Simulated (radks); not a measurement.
Results of a calculation; reference values are marked as such.
Q: Species: Ag+. Configuration: [Kr] 4d9.5 5s0.5 (fractional occupations, a model configuration). Code: a radial shooting solver on a logarithmic mesh with Libxc functionals. Model: scalar-relativistic Kohn-Sham, PBE, spin-polarised, spherical densities, point nucleus; open shells are filled with parallel spins first (spin-orbit coupling, left out, can overturn this in heavy ions). Some entries of the table are withheld. Estimate them.

| orbital | occ. | eigenvalue (eV) | <r> (bohr) |
|---|---|---|---|
| 1s up | 1 | -25340.93 | 0.03111 |
| 1s down | 1 | -25340.92 | 0.03111 |
| 2s up | 1 | -3740.059 | 0.1349 |
| 2s down | 1 | -3739.967 | 0.1349 |
| 2p up | 3 | -3355.733 | 0.1177 |
| 2p down | 3 | -3355.661 | 0.1177 |
| 3s up | 1 | -694.2301 | 0.3685 |
| 3s down | 1 | -694.1764 | 0.3685 |
| 3p up | 3 | -568.0091 | 0.3676 |
| 3p down | 3 | -567.9488 | 0.3676 |
| 3d up | 5 | -369.0075 | 0.3458 |
| 3d down | 5 | -368.9202 | 0.3458 |
| 4s up | 1 | -105.6629 | 0.9114 |
| 4s down | 1 | -105.2948 | 0.9110 |
| 4p up | 3 | (1) | 0.9991 |
| 4p down | 3 | (2) | 0.9983 |
| 4d up | 5 | -17.6311 | (3) |
| 4d down | 4.5 | -17.1504 | (4) |
| 5s up | 0.5 | -12.3007 | 2.763 |
| 5s down | 0 | -11.6919 | 2.769 |

A: 
(1) 4p up eigenvalue (eV): -69.1375
(2) 4p down eigenvalue (eV): -68.7455
(3) 4d up <r> (bohr): 1.361
(4) 4d down <r> (bohr): 1.356
